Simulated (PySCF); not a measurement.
## Electron correlation in I⁺ (iodine, charge +1)

Starting occupation: [Kr] 4d10 5s1 5p4 6s1, 5s1/2 with m_j = +1/2, 5p1/2 with m_j = +1/2, 5p3/2 with m_j = -1/2, +1/2, +3/2, 6s1/2 with m_j = +1/2. All numbers are calculated (PySCF 2.14, X2C-1e with screened-nucleus spin-orbit coupling, Gaussian nucleus, in x2c-SVPall-2c with one added diffuse shell each of s, p type (7s9p4d, 54 functions)). Frozen: [Ar] 3d10; 24 electrons correlated; the 6 highest virtual spinors left out.

MP2 pair energies summed by pair of shells (mhartree):

```tsv
pair	energy	share (%)
5p-5p	-44.21	36.1
5p-6s	-17.91	14.6
4d-4p	-16.85	13.8
4d-4d	-11.75	9.6
4p-4p	-9.12	7.4
4d-5p	-9.09	7.4
5p-5s	-4.11	3.4
4p-5p	-2.92	2.4
4d-4s	-2.27	1.8
4p-4s	-1.45	1.2
4d-5s	-1.16	0.9
4s-4s	-0.41	0.3
4p-5s	-0.36	0.3
4s-5p	-0.36	0.3
4d-6s	-0.31	0.2
4s-5s	-0.09	0.1
4p-6s	-0.07	0.1
5s-6s	-0.03	0.0
4s-6s	-0.02	0.0
```

Total MP2 correlation energy: -122.47 mhartree.

The GHF reference relaxed away from the jj start to a determinant that is no pure jj level (⟨S²⟩ = 5.96, ⟨J²⟩ = 12.01); the energies belong to that determinant.

This basis was not built for core-valence correlation, so the inner-shell part is incomplete.
